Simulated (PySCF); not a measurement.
## Exercise with solution: oscillator strength and radiative lifetime

Al(F)(SiH3)2 (AlFH6Si2), SMILES [Al]([SiH3])([F])[SiH3].

Geometry: B3LYP-D3(BJ)/def2-SVP. The structure was generated by enumeration; whether it is a known compound was not checked.

TDDFT-LC-ωPBE/def2-SVPD (PySCF) puts the first singlet state with f over 0.02 at 6.69 eV (vertical), with the transition dipole (1.021, -1.427, 1.004) in atomic units.

Question: Find the oscillator strength, the wavelength and the radiative lifetime that this transition would have in vacuum if emission retraced absorption.

Answer: 
|μ|² = 4.0868 au, so |μ| = 5.14 D. ΔE = 6.69/27.211 = 0.2459 hartree. f = (2/3) ΔE |μ|² = 0.670 (the program prints 0.670).
λ = 1239.84/6.69 = 185 nm; ν = 53958 cm⁻¹.
Einstein's coefficient A = 0.6670 ν² f s⁻¹ (ν in cm⁻¹) = 1.3e9 s⁻¹, so τ = 1/A = 0.77 ns. This state is S3; the lower singlets have f = 0.000, 0.019. The figure is the radiative limit of this one transition; relaxation, internal conversion, crossing to triplets and a medium change what is measured.
